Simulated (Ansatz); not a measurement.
Born–Oppenheimer molecular dynamics of CH3BClF (7 atoms, charge 0, multiplicity 1). It starts from a relaxed structure.

These are results of RKS B3LYP/cc-pVDZ in Ansatz, not measurements.

| Property | Result |
| --- | --- |
| ensemble | NVE (velocity Verlet) |
| time step | 0.5 fs |
| steps asked | 100 |
| starting velocities drawn for | 500 K |
| seed | 306583 |

First frame:

```xyz
7
Properties=species:S:1:pos:R:3
B -0.023 -0.032 0.022
C -0.008 -0.025 1.581
H -0.920 -0.467 2.011
H 0.882 -0.529 1.989
H 0.022 1.027 1.924
F 1.090 -0.216 -0.690
Cl -1.510 0.242 -0.916
```

Question: How far do the bonds stretch over the last three quarters of this one trajectory? (Pairs bonded in most of those frames.)

Answer: 
```
  bond  mean (Å)  spread (Å)  shortest  longest
 B1–C2     1.550       0.014      1.52     1.58
 B1–F6     1.338       0.009      1.32     1.35
B1–Cl7     1.786       0.038      1.73     1.84
 C2–H3     1.098       0.008      1.09     1.11
 C2–H4     1.104       0.009      1.09     1.12
 C2–H5     1.110       0.013      1.09     1.13
```

Mean temperature of the second half: 257 K. The conserved energy stayed within 0.081 meV per atom of its start (net change 0.05 meV per atom), so the integration is sound. A run of 0.05 ps of so small a system gives no equilibrium averages.

Run time: 5.8 min on 1 thread of Intel(R) Xeon(R) Platinum 8259CL CPU @ 2.50GHz (Skylake/Cascade Lake), with other jobs on the host, peak memory 0.15 GiB.
